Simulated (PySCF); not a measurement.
Method: PBE-D3(BJ)/def2-TZVP // TPSS-D3(BJ)/def2-SVP in PySCF. All species are isolated molecules in the gas phase. 

Reference species: [Zr(F)3] (neutral, multiplicity 2).

```yaml
spin population on the central atom (Mulliken): 1.04
charge on the central atom (Mulliken): 1.25 e
mean_distance_from_the_central_atom_to_its_bonded_neighbours: 1.914 Å
coordination_number: 3
```

Changed species: [Ti(F)3] (M = Ti, multiplicity 2; the reference has M = Zr, multiplicity 2).

**Question.** Predict the effect on the spin population on the central atom (Mulliken), charge on the central atom (Mulliken), mean distance from the central atom to its bonded neighbours and coordination number.

**Answer.** the spin population on the central atom (Mulliken) hardly moves; the charge on the central atom (Mulliken) is nearly the same; the mean distance from the central atom to its bonded neighbours falls by 0.151 Å, to 1.763 Å; the coordination number hardly moves.
